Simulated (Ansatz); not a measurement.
Ideal-gas functions of `[InH2]` radical at 298.15 K and 1 bar, from an Ansatz frequency run at PBE0-D4/def2-TZVP.

Molar mass 116.83 g/mol, point group C2v (symmetry number 2), electronic degeneracy 2, moments of inertia 1.505, 4.701, 6.206 u Å². Harmonic wavenumbers (cm⁻¹, unscaled): 607, 1627, 1688.

Use S(trans) = R[1.5 ln M + 2.5 ln T − 1.1517]; rotational temperatures θ = 24.2544 K / I; S(rot) = R[ln(√π/σ · √(T³/θAθBθC)) + 1.5]; for each mode x = 1.438777 ν̃/T, S = R[x/(eˣ − 1) − ln(1 − e⁻ˣ)] and H = RT x/(eˣ − 1); 1 cm⁻¹ = 0.0119627 kJ/mol; R = 8.31446 J/(mol·K).

Q: By hand: the entropy, in J/(mol·K).

A: Translation 168.2. Rotation: θ = 16.1159, 5.1594, 3.9082 K, giving 58.5. Vibration, mode by mode: 1.83, 0.03, 0.02, in all 1.9. Electronic 5.8. Sum 234.4 J/(mol·K).

Q: By hand: H − E and G − E in kJ/mol, counted from the electronic energy.

A: Zero-point energy ½ × 3922 × 0.0119627 = 23.5; thermal vibration 0.4; translation, rotation and pV give 4 RT = 9.9. H − E = 33.8 kJ/mol, and G − E = 33.8 − 298.15 × 234.4/1000 = -36.1 kJ/mol.

Vibration gives 1 % of the entropy.
